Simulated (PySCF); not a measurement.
# Electron correlation in Mg (magnesium, neutral)

[Ne] 3s1 3p1, 3s spin antiparallel (an excited configuration). Calculation: PySCF 2.14, in x2c-QZVPPall (9s6p5d2f, 66 functions); scalar relativity by spin-free X2C-1e. Frozen: 1s2; 10 electrons correlated.

MP2 pair energies summed by pair of shells (mhartree):

| pair | energy | share (%) |
| --- | --- | --- |
| 2p-2p | -182.16 | 65.9 |
| 2s-2p | -56.72 | 20.5 |
| 3s-3p | -16.14 | 5.8 |
| 2s-2s | -9.35 | 3.4 |
| 2p-3s | -8.48 | 3.1 |
| 2p-3p | -2.57 | 0.9 |
| 2s-3s | -0.84 | 0.3 |
| 2s-3p | -0.28 | 0.1 |

Total MP2 correlation energy: -276.53 mhartree.

Same-spin part -69.90 and opposite-spin part -206.63 mhartree; SCS-MP2 scales them by 1/3 and 6/5 to -271.26 mhartree.

The basis was made for the ground configuration and has no added diffuse functions, which can raise the energy of the promoted electron.

This basis was not built for core-valence correlation, so the inner-shell part is incomplete.
